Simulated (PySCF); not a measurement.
**ECD: `CN(C)C(F)=C=CF`, C₅H₇F₂N**

Geometry (Å), atoms numbered from 1 in this order:
```xyz
15

C    -0.4510   -1.0909   -0.8046
N    -0.7037    0.2238   -0.2688
C    -2.0653    0.4938    0.1318
C     0.3369    0.8356    0.3671
F     0.0232    2.0505    0.8768
C     1.5495    0.3584    0.5516
C     2.7927    0.0035    0.5291
F     3.6112    0.2525   -0.5292
H    -0.4134   -1.8577   -0.0215
H     0.5021   -1.0867   -1.3311
H    -1.2453   -1.3397   -1.5067
H    -2.3997   -0.1962    0.9155
H    -2.1502    1.5127    0.5012
H    -2.7154    0.3816   -0.7365
H     3.3239   -0.5333    1.3033
```

Level of theory: PySCF 2.14.0, TDDFT CAM-B3LYP/def2-SVPD circular dichroism and optical rotation, one conformer, gas phase. Geometry: GFN2-xTB.

States above about 7.7 eV lie in this functional's continuum (it starts at minus the energy of the highest occupied orbital, well below the true ionisation energy for most functionals) and depend on the basis. No stereocentre is labelled: unless the shape is locked (an allene, a helicene, a hindered biaryl), the mirror image is equally populated and a measured rotation or CD is zero.

Task: List the lowest 16 singlet excitations with oscillator and rotatory strengths.

Result: Rotatory strengths R in 10⁻⁴⁰ esu² cm², velocity form and length form (origin at the centre of mass); f in length form.
```
state  E (eV)  λ (nm)      f  R (velocity)  R (length)                                    main
    1    4.66     266  0.003         -14.5       -13.7        HOMO→LUMO+1 0.48, HOMO→LUMO 0.40
    2    5.83     213  0.155         +41.7       +40.1        HOMO→LUMO 0.52, HOMO→LUMO+1 0.39
    3    6.20     200  0.093         -85.5       -85.5    HOMO→LUMO+2 0.49, HOMO−1→LUMO+2 0.21
    4    6.25     198  0.080         +70.1       +71.1    HOMO−1→LUMO+1 0.38, HOMO→LUMO+2 0.30
    5    6.97     178  0.006          -1.1        -0.7      HOMO→LUMO+3 0.71, HOMO→LUMO+4 0.14
    6    7.05     176  0.001          -1.4        -2.2      HOMO→LUMO+4 0.69, HOMO→LUMO+3 0.18
    7    7.27     171  0.535        +142.2      +145.3    HOMO−1→LUMO 0.52, HOMO−1→LUMO+1 0.18
    8    7.60     163  0.155         -28.2       -25.4  HOMO−1→LUMO+3 0.23, HOMO−1→LUMO+2 0.18
    9    7.66     162  0.040         +51.9       +49.7                        HOMO→LUMO+5 0.69
   10    7.85     158  0.028         -37.6       -38.6      HOMO→LUMO+7 0.42, HOMO→LUMO+6 0.16
   11    7.95     156  0.031          +9.0        +9.2      HOMO→LUMO+6 0.37, HOMO−2→LUMO 0.27
   12    8.06     154  0.030          -2.3        -2.2      HOMO→LUMO+7 0.47, HOMO→LUMO+6 0.28
   13    8.41     147  0.011          -8.9       -11.3  HOMO−1→LUMO+3 0.27, HOMO−1→LUMO+5 0.22
   14    8.51     146  0.025          -2.3        -2.5                        HOMO→LUMO+8 0.57
   15    8.64     143  0.137        -105.0      -105.2    HOMO−2→LUMO+1 0.32, HOMO→LUMO+8 0.23
   16    8.70     142  0.011          +4.7        +5.1                        HOMO→LUMO+9 0.73
```

Among the states computed, the strongest CD band (largest |R|) is state 7. The largest dissymmetry factor in size, g = 4R/(D+G), with D and G the electric and magnetic dipole strengths, is -0.028 for state 1 (velocity form, f = 0.004), among bands with |R| over 0.5. The mirror image has the same energies and oscillator strengths and all R with the opposite sign.
